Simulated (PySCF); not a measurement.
wavenumber (cm⁻¹), absorption (km/mol per cm⁻¹) and a bar:
```
        0      0.192 ##
       77      0.401 #####
      154      0.242 ###
      231      0.331 ####
      308      0.886 ###########
      385      2.078 #########################
      462      0.734 #########
      540      0.424 #####
      617      0.689 ########
      694      1.620 ###################
      771      0.572 #######
      848      0.214 ##
      925      0.112 #
     1002      0.070 #
     1079      0.048 #
     1156      0.036 
     1233      0.028 
     1310      0.023 
     1387      0.019 
     1464      0.016 
     1542      0.014 
     1619      0.012 
     1696      0.011 
     1773      0.010 
     1850      0.009 
     1927      0.008 
     2004      0.008 
     2081      0.007 
     2158      0.007 
     2235      0.007 
     2312      0.007 
     2389      0.007 
     2466      0.007 
     2544      0.007 
     2621      0.007 
     2698      0.008 
     2775      0.008 
     2852      0.009 
     2929      0.009 
     3006      0.010 
     3083      0.012 
     3160      0.013 
     3237      0.016 
     3314      0.019 
     3391      0.023 
     3468      0.029 
     3546      0.039 
     3623      0.054 #
     3700      0.082 #
     3777      0.137 ##
     3854      0.273 ###
     3931      0.742 #########
     4008      2.495 ##############################
     4085      1.209 ###############
     4162      0.381 #####
     4239      0.173 ##
     4316      0.097 #
     4393      0.062 #
     4470      0.043 
     4548      0.032
```

This is the computed harmonic infrared spectrum of quartet Ta(OH)₂, Lorentzian lines of 114 cm⁻¹ full width. Computed with PySCF, UPBE0, basis Ta def2-TZVP with ECP60, O def2-TZVP, H def2-TZVP (scalar-relativistic core potentials, no spin–orbit coupling, density fitting).

Q: Which bands make it up, and how are they assigned?

A: In D∞h symmetry, counting bands above 1 % of the strongest: 68 cm⁻¹ (πu, 58 km/mol); 377 cm⁻¹ (πu, 368 km/mol); 691 cm⁻¹ (σu+, 279 km/mol); 4023 cm⁻¹ (σu+, 476 km/mol).

This need not be the most stable arrangement of these atoms. Other spin states or occupations of the open shell can lie lower. Spin–orbit coupling, left out here, can matter for elements this heavy.
